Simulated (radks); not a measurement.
Task: Cl4+, 13 electrons, occupied as [Ne] 3s2 3p1. All-electron calculation, non-relativistic Kohn-Sham, TPSS, spin-polarised, spherical densities, point nucleus; open shells are filled with parallel spins first; meta-GGA in the generalised Kohn-Sham scheme. Program: a radial shooting solver on a logarithmic mesh with Libxc functionals. Some entries of the table are withheld. Estimate them.

orbital,occ.,eigenvalue (Ry),r(max) (bohr),<r^2> (bohr^2)
1s up,1,-206.9706,0.05992,0.01121
1s down,1,-206.9507,0.05991,0.01120
2s up,1,-23.27489,0.3621,0.2338
2s down,1,-23.25760,0.3622,0.2335
2p up,3,-18.84533,0.3009,0.2042
2p down,3,-18.81960,0.3011,0.2039
3s up,1,-5.49518,(1),2.089
3s down,1,-5.32971,(2),2.111
3p up,1,-4.44012,1.268,2.401
3p down,0,-4.28612,1.278,2.447
3d up,0,-2.94047,1.335,3.070
3d down,0,-2.81452,1.361,3.185
4s up,0,-2.15216,2.876,10.07

Result: 
(1) 3s up r(max) (bohr): 1.206
(2) 3s down r(max) (bohr): 1.209
